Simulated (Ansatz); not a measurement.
# Two structures, one formula

The two ends of one reaction step of Si₃N₂H₁₀F, doublet (PBE0-D4/def2-TZVP).

A:

```tsv
atom	x (Å)	y (Å)	z (Å)
Si1	0.2076	-0.1652	1.3434
N2	1.6029	-0.4451	0.2930
Si3	1.4841	-1.5139	-1.0989
N4	-0.8338	0.9150	0.5196
Si5	-2.5649	0.9531	0.5067
H6	-0.5708	-1.4199	1.5837
H7	1.7601	1.1057	-0.3743
F8	1.6868	2.0022	-0.7079
H9	2.4647	-0.5590	0.8155
H10	2.6265	-1.2554	-2.0105
H11	1.5056	-2.9439	-0.6920
H12	0.1975	-1.2045	-1.7628
H13	-0.3527	1.6826	0.0595
H14	-3.0328	-0.2226	1.2822
H15	-3.0934	2.1970	1.1261
H16	-3.0875	0.8740	-0.8833
```

B:

Si1  (0.531, 2.004, 1.370)
N2  (1.173, -1.109, -0.012)
Si3  (0.890, -1.212, -1.713)
N4  (-0.894, 1.630, 0.514)
Si5  (-1.894, 0.216, 0.677)
H6  (0.649, 1.058, 2.513)
H7  (1.880, -0.458, 0.297)
F8  (1.868, 1.812, 0.481)
H9  (1.250, -1.975, 0.500)
H10  (2.094, -1.531, -2.537)
H11  (-0.110, -2.287, -1.932)
H12  (0.358, 0.090, -2.192)
H13  (-1.192, 2.301, -0.181)
H14  (-1.430, -0.536, 1.865)
H15  (-3.306, 0.644, 0.880)
H16  (-1.867, -0.647, -0.531)
(Å)

Computed with Ansatz 0.2.0 (basis: def2-TZVPP); correlated methods freeze the cores; orbitals are unrestricted. B3LYP uses VWN-RPA correlation.

(1) Which structure is lower at CCSD(T), and by how much? (To be estimated.)

The T1 diagnostic stays at or below 0.014. ⟨S²⟩ of the unrestricted Hartree–Fock references: 0.75 (a pure state has 0.75).

Results:

(1) By the calculation: B, by 11.99 kcal/mol (electronic energy, against the other). By their contacts, A is a complex of Si₃N₂H₉ ([SiH3][NH][SiH][NH][SiH3]) + HF and B is a complex of Si₂NH₅F ([F][SiH][NH][SiH3]) + SiNH₅ ([NH2][SiH3]).

All methods give the same order:

| method | E(B) − E(A) (kcal/mol) |
| --- | --- |
| SPW92 | -6.63 |
| PBE-D4 | -9.63 |
| BLYP-D4 | -11.50 |
| r2SCAN-D4 | -12.13 |
| B97M-V | -14.84 |
| PBE0-D4 | -10.73 |
| B3LYP-D4 | -12.51 |
| r2SCAN0-D4 | -12.46 |
| BHLYP-D4 | -14.19 |
| CAM-B3LYP-D4 | -13.36 |
| wB97X-V | -13.22 |
| wB97M-V | -13.36 |
| B2PLYP | -12.70 |
| PBE-QIDH | -11.29 |
| RPA on PBE | -12.36 |
| HF | -18.84 |
| MP2 | -11.56 |
| CCSD | -13.09 |
| CCSD(T) | -11.99 |

Labels in which every atom is bracketed show which atoms are joined, not bond orders.

For scale, one of the runs: CCSD(T)/def2-TZVPP, 359 basis functions, launched by `ansatz run in.yaml --threads 2 --pin off --events-out ev --progress --plain --max-ram 20480MiB --backend cuda --devices 0, --max-vram 18GiB`. Time: 78 s of wall clock on 2 CPU threads of an AMD EPYC 7R13 and a share of one NVIDIA H100; the host was shared. Peak host memory: 1.6 GiB.
